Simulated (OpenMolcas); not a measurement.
# Rh²⁺: effect of the active space

```
Program             : OpenMolcas 26.06
Method              : MS-CASPT2, IPEA 0.25 Eh, imaginary shift 0.1 Eh
Basis               : ANO-R2
Scalar Hamiltonian  : X2C, finite nucleus
Spin-orbit coupling : RASSI with atomic mean-field integrals over the reference wave functions, term energies averaged over their components
```

A. 7 electrons in 5 orbitals (4d); 2S+1 = 4 even, 10 roots; 2S+1 = 2 even, 40 roots; closed shells correlated: 4s 4p; CASPT2 step about 8 core-seconds
B. 7 electrons in 6 orbitals (4d 5s); 2S+1 = 4 even, 60 roots; 2S+1 = 6 even, 5 roots kept (CI in the orbitals of an earlier block); 2S+1 = 2 even, 110 roots kept (CI in the orbitals of an earlier block); closed shells correlated: 4s 4p; CASPT2 step roughly 50 core-seconds
C. 7 electrons in 10 orbitals (4d 5d); 2S+1 = 4 even, 10 roots; 2S+1 = 2 even, 40 roots; closed shells correlated: 4s 4p; CASPT2 step of the order of 40 core-minutes

Energies in cm⁻¹ above 4d⁷ ⁴F_9/2, the measured ground level; measured values from the list in Shadmi, J. Res. Natl. Bur. Stand. 70A, 435 (1966).

| Level | A | B | C | Measured |
| --- | --- | --- | --- | --- |
| 4d⁷ ⁴F_9/2 | 0.0 | 0.0 | 0.0 | 0.0 |
| 4d⁷ ⁴F_7/2 | 2090 | 2220 | 2060 | 2148 |
| 4d⁷ ⁴F_5/2 | 3420 | 3600 | 3370 | 3486 |
| 4d⁷ ⁴F_3/2 | 4270 | 4470 | 4190 | 4322 |
| 4d⁷ ⁴P_3/2 | 11520 | 11030 | 11210 | 10997 |
| 4d⁷ ⁴P_5/2 | 11590 | 11070 | 11250 | 11062 |
| 4d⁷ ⁴P_1/2 | 12980 | 12560 | 12610 |  |
| 4d⁷ ²G_9/2 | 13450 | 13310 | 13420 |  |
| 4d⁷ ²G_7/2 | 15490 | 15430 | 15460 |  |
| 4d⁷ ²P_3/2 [54 %] | 16520 | 16270 | 16450 |  |
| 4d⁷ ²H_11/2 | 18210 | 18190 | 18090 |  |
| 4d⁷ ²P_1/2 | 18380 | 18330 | 18420 |  |
| 4d⁷ ²D_5/2(1) | 18900 | 18570 | 18920 |  |
| 4d⁷ ²H_9/2 | 20270 | 20370 | 20140 |  |
| 4d⁷ ²D_3/2(1) [72 %] | 22200 | 22080 | 22260 |  |
| 4d⁷ ²F_5/2 | 27760 | 27230 | 27640 |  |
| 4d⁷ ²F_7/2 | 28790 | 28310 | 28720 |  |
| 4d⁷ ²D_3/2(2) | 44360 | 43730 | 44210 |  |
| 4d⁷ ²D_5/2(2) | 45330 | 44710 | 45330 |  |

Deviations, from unrounded energies. A percentage is the sum of absolute deviations over the sum of measured energies, with the sign that they share, or ± where signs differ.

```csv
Against measurement,Levels,A,B,C
mean absolute deviation (cm-1),5,240,76,150
fine structure of the ground term (%),3,-1.7,+3.4,-3.4
other terms of the ground configuration (%),2,+4.8,+0.2,+1.8
```

B lies closest to measurement on these levels and A furthest from it. The largest miss of B in the table is 4d⁷ ⁴F_3/2, by +150 cm-1. The ranking rests on the paired levels alone, and a cruder setting can come out closer through cancelling errors.

The two smallest mean deviations differ by little beside CASPT2's spread within terms, so their order carries little weight.

Among A to C the level of the table that moves most is 4d⁷ ²D_5/2(2), by 630 cm-1 (lowest in B, highest in C). Moves below CASPT2's spread within the term are not significant.

Term energies are means over components that CASPT2 splits; among the terms shown or strongly mixed into the levels shown the widest spread is 1300 cm-1 (4d⁷ ⁴F, C). Levels of configurations with an s electron are missing; early in the row they begin among the upper levels of the d shell and mix with terms of their name (holds for A). Blocks of more than 70 roots (2S+1 = 2 even) ran without multistate coupling (holds for B). Terms from blocks run as CI alone lack orbitals of their own (holds for B). The CASPT2 spread within a term exceeds the gap to the next term for 4d⁷ ²H and 4d⁷ ²D(1), so the order of their levels is uncertain (holds for B). Active for correlation alone: 5d; no level in the range computed is led by a configuration that fills it, so any true level of that kind is missing (holds for C). Measured partners are found by configuration, term and J. A level has none where our copy of the source lacks it or the pairing is in doubt (some pairs that miss far off the trend of their configuration count as doubtful), and it then counts in no deviation. Only configurations of the active space appear. The table leaves out levels that lie high or whose names do not pair safely across all columns.

A share in square brackets marks a mixed level and gives the weight of the term that names it, the lowest over the columns. A number in round brackets counts repeated terms of one configuration in the order of the reference energies.
